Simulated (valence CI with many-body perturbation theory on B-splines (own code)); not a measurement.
Hyperfine factors and g values of Nd29+

Computed by relativistic CI+MBPT: three valence electrons over a frozen Dirac-Fock core [Ar] 3d10, radial functions for each j: 11 s, 11 p, 9 d, 7 f, 5 g, 2 h, 1 i, with the one-electron correlation potential Σ1, the two-electron term Σ2, the three-electron term Σ3, Breit, model QED; selected CI, second order for the rest (own B-spline code, finite nucleus).

No measured spectrum was set against this ion. As an estimate, large intervals hold to a few tenths of a per cent, small ones and those within an open d or f shell to about a per cent.

A/g_I is the dipole constant over the nuclear g factor μ/I (μ in nuclear magnetons, uniformly magnetised nucleus), B/Q the quadrupole constant per barn. Both hold the static response of the core; the bare values leave it out. Large factors of s and p1/2 electrons are usually good to 5 to 10 %; those of open d and f shells near neutrality can be off by tens of per cent, and small factors of p3/2, d and f electrons come from cancelling terms and can be off by a factor of two or in sign, in half-filled shells by more. B is blank for J = 1/2, where it vanishes, and for nearly pure S terms. Energies count from the lowest level.

Levels are named by their leading jj configuration (3d3/2^4 stands for four electrons in 3d with j = 3/2), which in mixed levels can hold well under half, so a name can repeat and another be missing. Letters in brackets count levels of one name in rising energy.

| Level | E (eV) | g | A/g_I (MHz) | A/g_I bare | B/Q (MHz/b) | B/Q bare |
| --- | --- | --- | --- | --- | --- | --- |
| (4s^2 4p1/2) J=1/2 | 0.00 | 0.662 | 170000 | 163000 |  |  |
| (4s^2 4p3/2) J=3/2 | 31.43 | 1.331 | 24900 | 23800 | 47500 | 45500 |
| (4s 4p1/2^2) J=1/2 | 62.91 | 2.370 | 496000 | 476000 |  |  |
| (4s 4p1/2 4p3/2) J=3/2 [a] | 86.31 | 1.686 | 136000 | 131000 | 38600 | 36900 |
| (4s 4p1/2 4p3/2) J=5/2 | 91.89 | 1.404 | 156000 | 149000 | 17000 | 16300 |
| (4s 4p1/2 4p3/2) J=3/2 [b] | 100.44 | 0.927 | -4790 | -4550 | 42300 | 40500 |
| (4s 4p1/2 4p3/2) J=1/2 | 103.78 | 1.167 | -118000 | -113000 |  |  |
| (4s 4p3/2^2) J=5/2 | 120.93 | 1.389 | 126000 | 121000 | 25400 | 24300 |
| (4s 4p3/2^2) J=3/2 | 135.17 | 1.193 | -55700 | -53300 | -26100 | -25000 |
| (4s 4p3/2^2) J=1/2 | 135.27 | 1.793 | 537000 | 515000 |  |  |
| (4s^2 4d3/2) J=3/2 | 145.47 | 0.852 | -8040 | -7420 | 10400 | 10000 |
| (4s^2 4d5/2) J=5/2 | 150.57 | 1.201 | 13800 | 13600 | 15100 | 14600 |
| (4p1/2^2 4p3/2) J=3/2 | 165.55 | 1.340 | 20600 | 20100 | 42900 | 41000 |
| (4p1/2 4p3/2^2) J=3/2 | 190.45 | 1.186 | -20800 | -19600 | -1700 | -1590 |
| (4p1/2 4p3/2^2) J=5/2 | 191.14 | 1.169 | 77900 | 74800 | -11100 | -10600 |
| (4s 4p1/2 4d3/2) J=3/2 [a] | 193.39 | 0.734 | -39500 | -37800 | 12400 | 11900 |
| (4s 4p1/2 4d3/2) J=5/2 | 198.01 | 1.070 | 76600 | 73700 | 5860 | 5680 |
| (4p1/2 4p3/2^2) J=1/2 | 201.46 | 0.662 | 164000 | 157000 |  |  |
| (4s 4p1/2 4d3/2) J=3/2 [b] | 205.60 | 1.343 | 78900 | 76200 | 7010 | 6730 |
| (4s 4p1/2 4d3/2) J=1/2 | 205.70 | 0.353 | -207000 | -198000 |  |  |
| (4s 4p1/2 4d5/2) J=5/2 [a] | 205.83 | 1.437 | 84900 | 81900 | 11200 | 10800 |
| (4s 4p1/2 4d5/2) J=7/2 | 206.24 | 1.257 | 98500 | 94800 | -167 | -51.3 |
| (4s 4p1/2 4d5/2) J=5/2 [b] | 215.17 | 0.954 | 10600 | 10400 | 26600 | 25600 |
| (4s 4p1/2 4d5/2) J=3/2 | 218.53 | 0.997 | -49500 | -47200 | 10200 | 9910 |
| (4p3/2^3) J=3/2 | 225.30 | 1.297 | 33000 | 31800 | -35100 | -33700 |
| (4s 4p3/2 4d5/2) J=9/2 | 228.78 | 1.331 | 72600 | 69900 | 58000 | 55600 |
| (4s 4p3/2 4d3/2) J=5/2 [a] | 230.02 | 1.283 | 87600 | 84300 | 7030 | 6700 |
| (4s 4p3/2 4d3/2) J=1/2 [a] | 230.07 | 2.361 | 290000 | 279000 |  |  |
| (4s 4p3/2 4d3/2) J=3/2 [a] | 230.88 | 1.461 | 79000 | 76200 | -11700 | -11300 |
| (4s 4p3/2 4d3/2) J=7/2 | 231.00 | 1.336 | 83000 | 80000 | 20600 | 19800 |
| (4s 4p3/2 4d5/2) J=5/2 [a] | 237.42 | 1.328 | 110000 | 105000 | -23300 | -22300 |
| (4s 4p3/2 4d3/2) J=3/2 [b] | 238.42 | 0.985 | -28800 | -27400 | -23000 | -22000 |
| (4s 4p3/2 4d3/2) J=5/2 [b] | 243.36 | 0.904 | -26600 | -25300 | 34000 | 32700 |
| (4s 4p3/2 4d5/2) J=7/2 [a] | 243.88 | 1.147 | 998 | 1190 | 57000 | 54700 |
| (4s 4p3/2 4d5/2) J=7/2 [b] | 245.38 | 1.201 | 50900 | 49100 | 26300 | 25200 |
| (4s 4p3/2 4d3/2) J=1/2 [b] | 247.13 | 0.605 | -4990 | -4360 |  |  |
| (4s 4p3/2 4d5/2) J=1/2 | 251.81 | 0.672 | -96200 | -91700 |  |  |
| (4s 4p3/2 4d5/2) J=3/2 | 254.50 | 1.313 | 99700 | 96300 | 13500 | 13000 |
| (4s 4p3/2 4d3/2) J=3/2 [c] | 255.06 | 1.056 | 29400 | 28400 | -35400 | -33900 |
| (4s 4p3/2 4d5/2) J=5/2 [b] | 255.47 | 1.147 | -39100 | -37100 | -22500 | -21500 |

Q: Take the isotope of mass number 145, with I = 7/2, μ = -0.656 μN and Q = -0.314 b. What is the hyperfine structure of (4s 4p1/2 4p3/2) J=5/2?

A: From the table A = -29200 MHz, B = -5330 MHz. Shifts from the centre of gravity in MHz: F = 1: 326000, F = 2: 269000, F = 3: 183000, F = 4: 67300, F = 5: -78900, F = 6: -257000.
